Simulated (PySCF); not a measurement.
PySCF 2.14 output of a UHF calculation on a single atom or ion in aug-cc-pwCVDZ (5s4p2d, 27 functions), with no relativity, point nucleus:

```
SCF conv_tol = 1e-09
number electrons alpha = 6  beta = 3
cycle= 1 E= -125.823107559931  delta_E= -0.00151  |g|= 0.0128  |ddm|= 0.0291
cycle= 2 E= -125.823138092959  delta_E= -3.05e-05  |g|= 0.00186  |ddm|= 0.00387
cycle= 3 E= -125.823138813971  delta_E= -7.21e-07  |g|= 5.45e-05  |ddm|= 0.000693
cycle= 4 E= -125.823138815214  delta_E= -1.24e-09  |g|= 1.45e-05  |ddm|= 7.24e-05
cycle= 5 E= -125.82313881531  delta_E= -9.59e-11  |g|= 3.2e-06  |ddm|= 2.69e-05
converged SCF energy = -125.82313881531  <S^2> = 3.752816  2S+1 = 4.0014077
```

The run itself started from symmetry-adapted Hartree-Fock orbitals and held the occupation by maximum overlap, so the iterations belong to that start.

**Question.** Which element, charge and spin multiplicity is this?

**Answer.** Ne+ (neon, charge +1), multiplicity 4; the state was [He] 2s1 2p5 3s1, high-spin 4P determinant (an excited configuration).

The outer electron is Rydberg-like, and this basis confines it to a smaller radius and binds it less than a complete one would.
